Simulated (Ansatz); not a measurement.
`[OH][In]([Cl])[Br]` and `[OH][In]([SH])[Cl]` differ in one atom or group.

Ansatz, PBE0-D4/def2-TZVP geometries, multiplicity 1. Each molecule was computed in one conformer, which needn't be the lowest.

Elements past krypton have def2 core potentials. Scalar relativity is left out up to krypton.

| property | `[OH][In]([Cl])[Br]` |
| --- | --- |
| HOMO energy (B3LYP/def2-TZVPP) / eV | -8.54 |
| size of the dipole moment (B3LYP/def2-TZVPP) / D | 0.93 |
| HOMO–LUMO gap (PBE0/def2-TZVPP) / eV | 6.22 |
| size of the dipole moment (ωB97M-V/def2-TZVPP) / D | 0.96 |
| HOMO–LUMO gap (PBE/def2-TZVPP) / eV | 4.04 |
| LUMO energy (PBE0/def2-TZVPP) / eV | -2.59 |

What does the change do to each property? (An estimate is asked.)

Ansatz gave: 
```tsv
property	`[OH][In]([SH])[Cl]`	shift
HOMO energy (B3LYP/def2-TZVPP) / eV	-7.85	0.69
size of the dipole moment (B3LYP/def2-TZVPP) / D	0.37	-0.56
HOMO–LUMO gap (PBE0/def2-TZVPP) / eV	5.97	-0.25
size of the dipole moment (ωB97M-V/def2-TZVPP) / D	0.36	-0.60
HOMO–LUMO gap (PBE/def2-TZVPP) / eV	3.84	-0.20
LUMO energy (PBE0/def2-TZVPP) / eV	-2.13	0.46
```

With PBE0 the HOMO rises by 0.71 eV and the LUMO rises by 0.46 eV, so the gap narrows by about 0.25 eV. PBE moves the HOMO by 0.66 eV and ωB97M-V by 0.73 eV. Dipoles are sizes alone; their direction can turn.

B3LYP here is the variant with VWN-RPA as its local correlation; programs differ in this.

Spin–orbit coupling is left out; it splits and shifts lone-pair levels of the heavy atoms by tenths of an eV.
